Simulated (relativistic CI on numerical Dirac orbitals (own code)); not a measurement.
## Level scheme of Er III

Method of calculation: Dirac-Coulomb-Breit CI, separate exchange-only KLI orbitals for each configuration, a model potential for QED, valence Slater integrals scaled by 0.85 (own radial code, finite nucleus).

CI space (outside the closed core [Xe]): 4f¹².

The lowest level is 4f¹² ³H6, with 99 % of that term; Hund's rules for 4f¹² give ³H with J = 6, in agreement.

| No. | Configuration | Term | J | E (eV) | % | Next component (%) | Lifetime (s) |
| --- | --- | --- | --- | --- | --- | --- | --- |
| 1 | 4f¹² | ³H | 6 | 0.0000 | 99 | 1 ¹I |  |
| 2 | 4f¹² | ³F | 4 | 0.6423 | 54 | 35 ¹G | 3.01e+04 |
| 3 | 4f¹² | ³H | 5 | 0.8553 | 100 |  | 1.15e-01 |
| 4 | 4f¹² | ³H | 4 | 1.3402 | 57 | 34 ³F | 2.90e-01 |
| 5 | 4f¹² | ³F | 3 | 1.6243 | 100 |  | 1.41e-01 |
| 6 | 4f¹² | ³F | 2 | 1.7358 | 82 | 17 ¹D | 4.55e+01 |
| 7 | 4f¹² | ¹G | 4 | 2.1991 | 55 | 33 ³H | 5.65e-02 |
| 8 | 4f¹² | ¹D | 2 | 3.3069 | 54 | 30 ³P | 4.67e-02 |
| 9 | 4f¹² | ¹I | 6 | 3.9398 | 99 | 1 ³H | 1.01e-01 |
| 10 | 4f¹² | ³P | 0 | 4.3153 | 95 | 5 ¹S | 4.44e+00 |
| 11 | 4f¹² | ³P | 1 | 4.4091 | 100 |  | 1.35e-01 |
| 12 | 4f¹² | ³P | 2 | 4.4950 | 69 | 29 ¹D | 5.23e-02 |
| 13 | 4f¹² | ¹S | 0 | 8.7890 | 95 | 5 ³P | 7.12e-03 |

Energies count from the lowest computed level; lifetimes are radiative, by E1, M1, E2, M2 decay to levels of this space only.

The mean weight of the leading LS term, summed over parents, in these 13 levels is 81 %, and that of the leading jj configuration (from the same eigenvectors) 79 %.

One configuration and one scale for all Slater integrals: terms of lower spin can come out thousands of cm⁻¹ low, and their order can be wrong. 5 of the 37 excited levels that our extract of the measured tables holds in this range could be paired (the sources list more); they are missed by 430 cm⁻¹ on average and 781 at most, and levels without a partner can miss by more. Some levels of the ground configuration have no partner and can miss by 10 % or more.

LS names give the leading component of a level, which can be under half, so a name can repeat, a term be missing and a line seem to break the LS rules.
